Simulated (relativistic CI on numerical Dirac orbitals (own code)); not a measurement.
## Zn4+: from the plainest model towards the measured levels

Calculated with a relativistic CI code on KLI orbitals (one set per configuration, finite nucleus), adding one ingredient at a time: step 1, Dirac-Coulomb, each configuration alone; step 2, with Breit and QED terms; step 3, with configuration mixing; step 4, with scaled Slater integrals (0.85); step 5, with a P86 correlation estimate; step 6, tied to the ionisation limit. P86 is a density functional for the correlation energy, evaluated here for each configuration and added to its levels. Step 6 is semi-empirical: configurations made of the next ion and one excited electron move by 180 cm⁻¹, so that their limit matches the tabulated ionisation energy, and those with a non-penetrating f or g electron also take the P86 value of the least penetrating other one.

Configuration list (outside the closed core [Ne]): 3s2 3p6 3d8, 3s2 3p6 3d7 4s, 3s2 3p6 3d7 4p, 3s2 3p5 3d9, 3s2 3p6 3d7 4d, 3s2 3p6 3d7 5s, 3s2 3p6 3d7 5p, 3s2 3p6 3d7 4f, 3s2 3p6 3d7 5d, 3s2 3p6 3d6 4s 4p, 3s2 3p6 3d7 5f, 3s 3p6 3d9, 3s2 3p6 3d6 4s2, 3s2 3p6 3d5 4s2 4p, 3s2 3p6 3d5 4s2 4d, 3s2 3p6 3d5 4s2 5s, 3s2 3p6 3d5 4s2 5p.

Computed minus measured energy above the ground level, in cm⁻¹, for 18 of the 58 excited levels that pair in every step (one J of a term; a digit in brackets numbers repeated terms):

```
 Configuration  Term  J  Measured  Step 1  Step 2  Step 3  Step 4  Step 5  Step 6
   3s2 3p6 3d8    3F  3      2466      73     -48     -56     -59     -59     -59
   3s2 3p6 3d8    1D  2     18400    3523    3559    2454    -332    -333    -333
   3s2 3p6 3d8    3P  2     22663    4200    4078    3547     -24     -17     -17
   3s2 3p6 3d8    1G  4     30600    3533    3383    3388   -1428   -1428   -1428
   3s2 3p6 3d8    1S  0     69904   11747   11816   11528    -340    -334    -334
3s2 3p6 3d7 4s    5F  5    198962   -9694   -9369   -9127   -5877    1100    1280
3s2 3p6 3d7 4s    3F  4    208715   -7921   -7596   -7495   -5910    1067    1247
3s2 3p6 3d7 4s    5P  3    221631   -5126   -4732   -4919   -5421    1557    1737
3s2 3p6 3d7 4s    3G  5    226334   -6895   -6618   -6429   -7533    -557    -377
3s2 3p6 3d7 4s    3P  2    230435   -1636   -1270   -1342   -3631    3346    3526
3s2 3p6 3d7 4s    1G  4    231831   -5992   -5753   -5697   -7579    -602    -422
3s2 3p6 3d7 4s    3H  5    235730   -6386   -6276   -6165   -8520   -1543   -1363
3s2 3p6 3d7 4s    1H  5    240446   -5495   -5389   -5435   -8543   -1565   -1385
3s2 3p6 3d7 4p   5F°  5    284116  -11539  -11326  -11133   -7671      43     223
3s2 3p6 3d7 4p   5G°  6    288500  -11534  -11355  -11072   -8081    -369    -189
3s2 3p6 3d7 4p   5D°  3    288704  -11160  -11011  -10906   -7699      15     195
3s2 3p6 3d7 4p   3G°  5    292722  -10523  -10351  -10339   -7982    -267     -88
3s2 3p6 3d7 4p   3F°  4    293463   -9991   -9812   -9901   -7803     -87      92
```

Mean absolute errors in cm⁻¹, over all paired levels and for the configurations:

```tsv
Configuration, levels	Step 1	Step 2	Step 3	Step 4	Step 5	Step 6
all, 58	6890	6729	6617	6096	711	718
3s2 3p6 3d8, 8	3973	3924	3582	306	306	307
3s2 3p6 3d7 4s, 31	5158	4958	4901	6536	1154	1173
3s2 3p6 3d7 4p, 19	10942	10800	10694	7815	159	151
```

Measured levels: Sugar and Musgrove, J. Phys. Chem. Ref. Data 24, 1803 (1995).

Task: What does each ingredient do to the ground and the excited configurations, and where is the model closest to experiment?

Result: Terms of the ground configuration are off by 3973 at first, 3582 with mixing and 306 after scaling, which stands in for the correlation that narrows term splittings. The Breit and QED terms change the top of the ground term (measured 4036) from 4203 to 4008. Mixing lowers the ground level by 399; relative to it the configurations that move most are 3s2 3p6 3d7 4p by +106, 3s2 3p6 3d7 4s by -26. The P86 estimate moves 3s2 3p6 3d7 4p by +7714, 3s2 3p6 3d7 4s by +6978, and takes the mean absolute error of the excited configurations from 7022 to 776. Step 6 takes that error from 776 to 784. The mean absolute error is lowest at step 5 (711 cm⁻¹), and the largest single drop is from step 4 to 5 (6096 to 711).
